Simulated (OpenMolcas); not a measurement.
**Nd³⁺: effect of the basis set**

| Property | Result |
| --- | --- |
| Program | OpenMolcas 26.06 |
| Method | MS-CASPT2, IPEA 0.25 Eh, imaginary shift 0.1 Eh (closed shells correlated: 5s 5p) |
| Active space | 3 electrons in 7 orbitals (4f) |
| State averaging | 2S+1 = 4 odd, 35 roots; 2S+1 = 2 odd, 112 roots (105 in the spin-orbit step) |
| Spin-orbit coupling | state interaction with AMFI integrals over the reference wave functions, term energies averaged over their components |

A. ANO-R1 [7s5p3d2f], X2C, finite nucleus; CASPT2 step about 50 core-seconds
B. ANO-RCC-VDZP [7s6p4d2f1g], DKH2, point nucleus; CASPT2 step of the order of 50 core-seconds
C. ANO-R2 [8s7p4d3f1g], X2C, finite nucleus; CASPT2 step of the order of 60 core-seconds
D. ANO-RCC-VTZP [8s7p5d3f2g1h], DKH2, point nucleus; CASPT2 step of the order of 110 core-seconds
E. ANO-R3 [9s8p5d5f3g1h], X2C, finite nucleus; CASPT2 step about 2.1 core-minutes
F. ANO-RCC-VQZP [9s8p6d4f3g2h], DKH2, point nucleus; CASPT2 step about 3 core-minutes

Energies in cm⁻¹ above 4f³ ⁴I°_9/2, the measured ground level; measured values from the list in Arab et al., J. Quant. Spectrosc. Radiat. Transfer 229, 145 (2019) and Gaigalas et al. (2019), from Wyart et al. (2007).

```
                Level      A      B      C      D      E      F  Measured
          4f³ ⁴I°_9/2    0.0    0.0    0.0    0.0    0.0    0.0       0.0
         4f³ ⁴I°_11/2   2040   2030   2030   2030   2030   2040      1897
         4f³ ⁴I°_13/2   4220   4200   4190   4200   4200   4200      3907
         4f³ ⁴I°_15/2   6510   6460   6440   6460   6450   6460      5989
          4f³ ⁴F°_3/2  14410  13760  13350  13110  12850  13040     11698
4f³ ²H°_9/2(1) [74 %]  14520  13760  13370  13150  12860  13030     12800
          4f³ ⁴F°_5/2  15520  14870  14470  14240  13980  14180     12748
          4f³ ⁴F°_7/2  16530  15860  15450  15230  14960  15160     13720
          4f³ ⁴S°_3/2  16760  15850  15700  15060  14740  14770     13792
          4f³ ⁴F°_9/2  17710  17020  16610  16400  16130  16320     14995
      4f³ ²H°_11/2(1)  17900  17100  16720  16490  16210  16360     16162
       4f³ ²G°_7/2(1)  20450  19540  19040  18810  18440  18660     17655
          4f³ ⁴G°_5/2  22170  21360  20740  20330  20000  20130     17707
         4f³ ²K°_13/2  23050  22520  21980  21890  21550  21770     20005
4f³ ²G°_9/2(1) [57 %]  23360  22450  21940  21700  21350  21550          
          4f³ ⁴G°_7/2  23760  22920  22310  21930  21590  21730     19541
         4f³ ²K°_15/2  25270  24720  24170  24080  23750  23960     22044
          4f³ ⁴G°_9/2  25420  24560  23960  23590  23250  23400          
         4f³ ⁴G°_11/2  26830  25970  25350  24960  24620  24760     22047
          4f³ ²P°_1/2  27820  26460  25730  25080  24530  24840          
       4f³ ²D°_5/2(1)  28240  26940  26250  25720  25230  25510     24333
         4f³ ²I°_11/2  35890  34800  33960  33500  33050  33300     30180
   4f³ ⁴D°_3/2 [70 %]  36330  34840  33850  33200  32650  32960          
   4f³ ⁴D°_5/2 [70 %]  36640  35130  34130  33470  32910  33230     29191
```

Deviations, from unrounded energies. A percentage is the sum of absolute deviations over the sum of measured energies, with the sign that they share, or ± where signs differ.

```json
{"Against measurement": "mean absolute deviation (cm-1)", "Levels": "19", "A": "3100", "B": "2300", "C": "1900", "D": "1600", "E": "1300", "F": "1500"}
{"Against measurement": "fine structure of the ground term (%)", "Levels": "3", "A": "+8.3", "B": "+7.6", "C": "+7.4", "D": "+7.6", "E": "+7.5", "F": "+7.6"}
{"Against measurement": "other terms of the ground configuration (%)", "Levels": "16", "A": "+19.1", "B": "+14.6", "C": "+11.7", "D": "+10.0", "E": "+8.1", "F": "+9.1"}
```

E lies closest to measurement on these levels and A furthest from it. The largest miss of E in the table is 4f³ ⁴D°_5/2 [70 %], by +3700 cm-1. The ranking rests on the paired levels alone, and a cruder setting can come out closer through cancelling errors.

The two smallest mean deviations differ by little beside CASPT2's spread within terms, so their order carries little weight.

Among A to F the level of the table that moves most is 4f³ ⁴D°_5/2 [70 %], by 3700 cm-1 (lowest in E, highest in A). Moves below CASPT2's spread within the term are not significant.

CASPT2 does not keep the components of a term degenerate, so their means are used; among the terms shown or strongly mixed into the levels shown the widest spread is 1000 cm-1 (4f³ ⁴I°, C). Blocks of more than 70 roots (2S+1 = 2 odd) ran without multistate coupling. High states are left out of the spin-orbit mixing, which shifts the levels that they would mix with. Some levels mix across a computed gap that differs much from the measured one, so their mixing is not that of the real levels. The CASPT2 spread within a term exceeds the gap to the next term for 4f³ ⁴F° and 4f³ ⁴S°, 4f³ ²K° and 4f³ ⁴G°, so the order of their levels is uncertain, and so are names and mixing where such terms share a J (figures for B; the like holds for C, D, E, F). Some terms miss by over 15 % even with CASPT2, which points to a basis or an active space too small for the shells correlated (holds for A; B; C). The basis is small and was not contracted for so high a charge (holds for A; B). Computed and measured levels are paired by configuration, term and J; levels that our copy of the source lacks, or whose pairing is in doubt (as where it misses far off the trend of its configuration), stay unpaired and out of the deviations. Levels of configurations outside the active space are missing. The table leaves out levels that lie high or whose names do not pair safely across all columns.

A share in square brackets marks a mixed level and gives the weight of the term that names it, the lowest over the columns. A number in round brackets counts repeated terms of one configuration in the order of the reference energies. ° marks odd parity.
